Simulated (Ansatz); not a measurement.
A ladder of methods for Si2H4OF2 (SMILES O[SiH](F)[SiH2]F)

Si2H4OF2: 9 atoms, total charge 0, spin state singlet. SMILES: `O[SiH](F)[SiH2]F`. The coordinates come from a PBE0-D4/def2-TZVP relaxation. This is one conformer, not always the lowest.

Each level gives the vertical ionisation energy (to the doublet cation) (eV). The values are calculated.

| level | kind | program | value (eV) | CPU time (all runs) |
| --- | --- | --- | --- | --- |
| revPBE/def2-SVP | GGA | Ansatz | 9.82 | 23 s |
| r2SCAN/def2-SVP | meta-GGA | Ansatz | 10.14 | 50 s |
| B3LYP/def2-SVP | global hybrid | Ansatz | 10.30 | 29 s |
| BHLYP/def2-SVP | global hybrid | Ansatz | 10.65 | 32 s |
| PBE0/def2-SVP | global hybrid | Ansatz | 10.34 | 30 s |
| r2SCAN0/def2-SVP | hybrid meta-GGA | Ansatz | 10.49 | 64 s |
| wB97X/def2-SVP | range-separated hybrid | Ansatz | 10.54 | 2.1 min |
| CCSD/def2-SVP | coupled cluster or CI | Ansatz | 10.51 | 2.3 min |

The values span 9.82 to 10.65 eV. Times are those of the runs behind each value, whatever else they computed, on shared processors of several kinds: orders of magnitude only.
